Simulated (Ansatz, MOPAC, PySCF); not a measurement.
System: SnCl, charge 0, multiplicity 2. SMILES: [Sn][Cl]
Geometry from a B3LYP-D3(BJ)/def2-TZVP (Ansatz, an electronic-structure program) optimisation:
```xyz
2

Sn     0.0000     0.0000    -0.6074
Cl     0.0000     0.0000     1.7863
```
Charge 0, spin multiplicity 2.

Property: size of the dipole moment, in D. Conventions: open shells spin-unrestricted; LANL2DZ with its own core potentials from Na on; PM7 with its own dispersion and hydrogen-bond terms; def2 sets with scalar-relativistic core potentials past Kr; six Cartesian d functions in 6-31G* and its kin unless marked 5d; spin-orbit terms left out. Ab initio and DFT rows: single points at B3LYP-D3(BJ) geometries (Ansatz). Semi-empirical rows: dipoles at the shared geometry.

```tsv
level	program	size of the dipole moment (D)
PM7	MOPAC	4.73
PBE/def2-SVP	Ansatz	2.31
PBE/6-31G* with LANL2DZ past Ar	Ansatz	2.79
BP86/6-31G* with LANL2DZ past Ar (5d)	PySCF	2.79
B3LYP/LANL2DZ	Ansatz	3.35
B3LYP/def2-SVP	Ansatz	2.51
B3LYP/6-31G* with LANL2DZ past Ar	Ansatz	3.13
```

No value to compare with is used here. The 7 habitual levels span 2.31 (PBE/def2-SVP) to 4.73 D (PM7).

The levels are drawn from those run, B3LYP/6-31G* more often than the rest, none by its result; runs whose electronic state is in doubt are left out.
